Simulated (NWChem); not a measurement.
**Basis-set convergence for HClPb**

```xyz
3

Pb    -0.2976     0.3044     0.0000
H      1.0051     1.6710     0.0000
Cl     1.3762    -1.5666     0.0000
```
Charge 0, spin multiplicity 1.

Program: NWChem. The geometry was optimised at PBE/def2-SVP with def2 effective core potentials on Pb, a minimum by its harmonic frequencies.

Quantity: LUMO energy at the level PBE.

Effective core potentials replace the inner electrons of Pb; spin-orbit coupling is left out. The structure started from a generated list of species.

| basis | functions | LUMO energy (eV) |
|---|---|---|
| def2-SVP | 49 | -3.64 |
| def2-SVPD | 67 | -3.83 |
| def2-TZVP | 93 | -3.77 |
| def2-TZVPP | 106 | -3.77 |
| def2-TZVPD | 111 | -3.81 |
| def2-QZVP | 182 | -3.80 |

Smallest basis within 0.1 eV of def2-QZVP, the largest set run: def2-SVPD, with 67 functions against 182 (also within reach: def2-TZVP, def2-TZVPP, def2-TZVPD). def2-QZVP isn't the basis-set limit itself, and a small set can land close by cancellation.
